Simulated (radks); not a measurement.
Q: All-electron atom: Te I in [Kr] 4d10 5s2 5p4. All-electron calculation, Dirac Kohn-Sham, Slater X-alpha with alpha = 0.958, spin-unpolarised, spherical densities, point nucleus; open shells fill j = l - 1/2 first. Program: a radial shooting solver on a logarithmic mesh with Libxc functionals. Some entries of the table are withheld. Estimate them.

| orbital | occ. | eigenvalue (eV) | <r> (bohr) |
|---|---|---|---|
| 1s1/2 | 2 | (1) | 0.02777 |
| 2s1/2 | 2 | -4904.277 | 0.1190 |
| 2p1/2 | 2 | -4607.124 | 0.1004 |
| 2p3/2 | 4 | -4328.821 | 0.1059 |
| 3s1/2 | 2 | (2) | (3) |
| 3p1/2 | 2 | -862.4655 | 0.3097 |
| 3p3/2 | 4 | -810.1361 | 0.3211 |
| 3d3/2 | 4 | -589.0403 | 0.2914 |
| 3d5/2 | 6 | -577.9730 | 0.2950 |
| 4s1/2 | 2 | -172.0028 | 0.7565 |
| 4p1/2 | 2 | -128.6761 | (4) |
| 4p3/2 | 4 | -118.5797 | (5) |
| 4d3/2 | 4 | (6) | 0.9392 |
| 4d5/2 | 6 | (7) | 0.9508 |
| 5s1/2 | 2 | -17.2712 | 2.015 |
| 5p1/2 | 2 | (8) | 2.436 |
| 5p3/2 | 2 | (9) | 2.551 |

A: 
(1) 1s1/2 eigenvalue (eV): -31777.26
(2) 3s1/2 eigenvalue (eV): -986.6181
(3) 3s1/2 <r> (bohr): 0.3199
(4) 4p1/2 <r> (bohr): 0.7904
(5) 4p3/2 <r> (bohr): 0.8185
(6) 4d3/2 eigenvalue (eV): -48.5973
(7) 4d5/2 eigenvalue (eV): -47.0267
(8) 5p1/2 eigenvalue (eV): -8.1081
(9) 5p3/2 eigenvalue (eV): -7.1791
